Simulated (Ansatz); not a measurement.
A nudged elastic band was laid between two geometries of Cl2H4HfN2 + H2 (11 atoms, charge 0, multiplicity 1).

Computed with RKS PBE0/def2-SVP in Ansatz 0.2.0.

```yaml
movable_images: 5
climbing_image: yes
spring: 5.0 eV/Å²
optimiser: quadratic models (default)
start_path: through a guess of the saddle point
force_threshold: 0.05 eV/Å
iteration_limit: 60
end_points: relaxed
```

First end point:

```xyz
11
Properties=species:S:1:pos:R:3
Hf -0.091 0.174 0.073
N -0.173 0.302 2.081
H -0.632 1.023 2.631
H 0.257 -0.368 2.717
Cl 2.169 0.365 -0.641
N -1.099 1.787 -0.561
H -2.087 1.810 -0.806
H -0.690 2.697 -0.769
Cl -1.256 -1.767 -0.651
H 1.892 -2.198 1.385
H 1.256 -2.612 1.453
```

Last end point:

```xyz
11
Properties=species:S:1:pos:R:3
Hf 0.043 -0.469 -0.224
N 0.593 0.140 2.037
H -0.253 0.195 2.606
H 1.118 1.008 2.162
Cl 2.431 -0.301 -0.435
N -1.160 1.153 -0.061
H -1.885 1.321 -0.760
H -1.104 1.972 0.539
Cl -0.784 -1.379 -2.246
H -0.618 -1.824 0.856
H 1.165 -0.603 2.441
```

Task: Which bonds break or form, and what moves?

Result: Bonds broken: H10–H11. Bonds formed: Hf1–H10, N2–H11. Cl2H4HfN2 + H2 becomes Cl2H6HfN2.

Task: What energy profile does the band end with?

Result: The forces met the threshold. The highest image is number 3 of 0 to 6, 0.90 eV above the first end and 0.99 eV above the last; the last end lies 0.08 eV below the first. A vibrational analysis at the climbing image gives one clearly imaginary mode, 1064i cm⁻¹: a first-order saddle point. The orbitals stay closed-shell, which can raise the energy where a bond breaks towards radicals; this wasn't checked here.

```
image  path coordinate (Å)  energy (eV)  H10–H11 (Å)  Hf1–H10 (Å)  N2–H11 (Å)
    0                 0.00         0.00         0.76         3.36        3.31
    1                 2.22         0.02         0.76         3.65        3.18
    2                 4.45         0.13         0.76         3.42        2.61
    3                 6.67         0.90         0.99         2.03        1.41
    4                 7.51         0.09         1.83         1.88        1.03
    5                 8.36        -0.06         2.40         1.86        1.02
    6                 9.21        -0.08         2.68         1.85        1.02
```

Task: What is the geometry of the highest image?

Result: 
```xyz
11
Properties=species:S:1:pos:R:3
Hf 0.224 -0.174 -0.006
N 0.525 0.181 2.119
H -0.163 0.469 2.812
H 1.459 0.265 2.518
Cl 2.480 0.360 -0.532
N -1.154 1.250 -0.310
H -1.883 1.197 -1.018
H -1.135 2.188 0.086
Cl -0.450 -1.698 -1.720
H -0.391 -1.721 1.163
H 0.035 -1.102 1.801
```

Task: What are the harmonic wavenumbers there?

Result: 1064i, 64, 99, 110, 148, 158, 220, 299, 353, 368, 438, 481, 519, 529, 536, 601, 657, 1040, 1458, 1491, 1508, 1802, 1910, 3557, 3566, 3659, 3664 cm⁻¹.

Time of the run: 7.7 min on 4 threads of Intel(R) Xeon(R) Platinum 8259CL CPU @ 2.50GHz (Skylake/Cascade Lake), with other jobs on the host, peak memory 0.36 GiB.
